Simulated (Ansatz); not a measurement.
Ansatz (a program for electronic structure) input (r2SCAN0/def2-TZVPD):

Ansatz 0.2 input:
```yaml
crystal:
  periodic: [false, false, false]
  atoms:
    - {symbol: O, position_ang: [-1.92322620, -1.18393276, -0.01810053]}
    - {symbol: B, position_ang: [-0.86423549, -0.29074336, -0.20027400]}
    - {symbol: O, position_ang: [-1.08109761, 0.71905655, -1.11277586]}
    - {symbol: O, position_ang: [0.27677929, -0.45631952, 0.50167753]}
    - {symbol: Si, position_ang: [1.66631883, 0.63865836, 0.32396601]}
    - {symbol: H, position_ang: [-1.63709709, -1.82770271, 0.63752375]}
    - {symbol: H, position_ang: [-0.26018601, 1.25588958, -1.13012043]}
    - {symbol: H, position_ang: [1.94540824, 0.88004436, 1.81614504]}
    - {symbol: H, position_ang: [2.76494488, -0.42616566, 0.17588842]}
basis:
  gaussian:
    orbitals: def2-TZVPD
hamiltonian:
  xc: {name: r2SCAN0}
total_charge: -1
output: {forces: true}
```

Output:

```
Functional definition: r2SCAN0
integrals: 0.17 GiB planned
1217 factors; their error is unknown
0.40 GiB of the device are held for the grids
1.31 GiB of device memory are held for the factors and their scratch space
mean field: 1.23 GiB planned
mean field evaluation 1: about -14760.5853 eV, gradient 4.3e1 eV
mean field evaluation 2: about -14759.0831 eV, gradient 5.4e1 eV
mean field evaluation 4: about -14763.7110 eV, gradient 1.7e0 eV
mean field evaluation 8: about -14763.7146 eV, gradient 2.8e-2 eV
mean field evaluation 16: about -14763.7362 eV, gradient 8.1e-5 eV
mean field -14763.73620318 eV, -542.5572982471 hartree, gradient 1.3e-5 eV, S^2 0.000000; 0 other end points of the search recorded, 0 dependent functions left out
the calculation of the forces begins
reference -14763.73621998 eV, -542.5572988643 hartree; 24, 24 occupied and 212, 212 virtual orbitals, 1217 factors
Total energy: -14763.73621998 eV, -542.5572988643 hartree
Atom 0 at    -1.923226    -1.183933    -0.018101 Å, force     0.393290     0.006875     0.191028 eV/Å
Atom 1 at    -0.864235    -0.290743    -0.200274 Å, force    -0.039114     0.044067    -0.054636 eV/Å
Atom 2 at    -1.081098     0.719057    -1.112776 Å, force     0.319404    -0.115427     0.251507 eV/Å
Atom 3 at     0.276779    -0.456320     0.501678 Å, force     0.035324     0.259136    -0.188713 eV/Å
Atom 4 at     1.666319     0.638658     0.323966 Å, force    -0.254580    -0.328104     0.134086 eV/Å
Atom 5 at    -1.637097    -1.827703     0.637524 Å, force    -0.094928     0.258567    -0.253338 eV/Å
Atom 6 at    -0.260186     1.255890    -1.130120 Å, force    -0.271507    -0.202176     0.025346 eV/Å
Atom 7 at     1.945408     0.880044     1.816145 Å, force    -0.017126    -0.004215    -0.106317 eV/Å
Atom 8 at     2.764945    -0.426166     0.175888 Å, force    -0.070764     0.081276     0.001037 eV/Å
Dipole moment:    -0.637046    -0.495364     0.076187 e Å
```

It need not be the lowest isomer of its formula. Whether it binds its extra electron was not tested at this geometry.
